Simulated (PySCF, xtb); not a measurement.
Sb(Et)3 (C₆H₁₅Sb), SMILES [CH2](C)[Sb]([CH2]C)[CH2]C. Other conformers were not sampled.

Harmonic wavenumbers (cm⁻¹) from xtb with GFN2-xTB at its own minimum, in rising order: 41, 68, 93, 116, 135, 166, 224, 232, 241, 247, 253, 267, 451, 469, 485, 690, 706, 713, 950, 956, 964, 997, 1000, 1003, 1072, 1076, 1078, 1215, 1227, 1233, 1236, 1240, 1246, 1408, 1409, 1415, 1458, 1470, 1474, 1498, 1503, 1506, 1507, 1509, 1511, 2969, 2971, 2974, 2978, 2980, 2988, 2990, 2993, 2998, 3011, 3018, 3023, 3027, 3027, 3028.

**Question.** What does B3LYP-D3(BJ)/def2-SVP run with PySCF give at its own minimum? (Estimate from the structure and the level; the computed values follow.)

**Answer.** 51, 77, 97, 112, 140, 164, 223, 239, 246, 262, 274, 291, 470, 473, 490, 658, 688, 696, 939, 946, 960, 969, 974, 978, 1041, 1048, 1052, 1203, 1209, 1221, 1243, 1249, 1252, 1392, 1395, 1398, 1442, 1443, 1449, 1469, 1473, 1475, 1477, 1480, 1481, 3014, 3016, 3019, 3039, 3043, 3050, 3084, 3085, 3087, 3090, 3094, 3094, 3116, 3119, 3124. Paired by order, the mean absolute difference is 31 cm⁻¹ and the zero-point energies are 121.1 and 122.1 kcal/mol.
